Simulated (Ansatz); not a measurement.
An input meant for [TaO2F2]- (TaO₂F₂⁻) (charge -1, singlet; atoms displaced at random, 0.08 Å in each coordinate).

```yaml
crystal:
  periodic: [false, false, false]
  atoms:
    - {symbol: Ta, position_ang: [0.030045, -0.083908, 0.120169]}
    - {symbol: O, position_ang: [0.179789, 0.052636, 1.700488]}
    - {symbol: O, position_ang: [1.669474, -0.088798, -0.724762]}
    - {symbol: F, position_ang: [-0.975486, 1.670391, -0.613845]}
    - {symbol: F, position_ang: [-0.871260, -1.630449, -0.739587]}
basis:
  gaussian: {orbitals: def2-mTZVPP}
total_charge: -1
magnetization: {spin_polarized: true, initial_magnetization: 0}
hamiltonian: {xc: {name: PBE}, dispersion: d3bjatm}
multiplicity: 3
```

```sh
$ ansatz run in.yaml --threads 4 --pin off --events-out ev --progress --plain --max-ram 3916MiB
```

Shortened log:

```
Error: YAML parse error: error: line 14 column 1: unknown field `multiplicity`, expected one of crystal, accuracy, basis, kpoints, hamiltonian, magnetization, projection, total_charge, correlation, batch, efield, external_charges, scf, relax, neb, saddle, md, ramp, phonons, dielectric, real_time, elastic, magnetic_configurations, gw, evaluate, workflow, output, checkpoint, execution
12 | magnetization: {spin_polarized: true, initial_magnetization: 0}
13 | hamiltonian: {xc: {name: PBE}, dispersion: d3bjatm}
14 | multiplicity: 3
```

Problem. What is wrong with this run?

Solution. The input holds a key that doesn't belong there (the spin goes under magnetization). The input was rejected before any iteration.
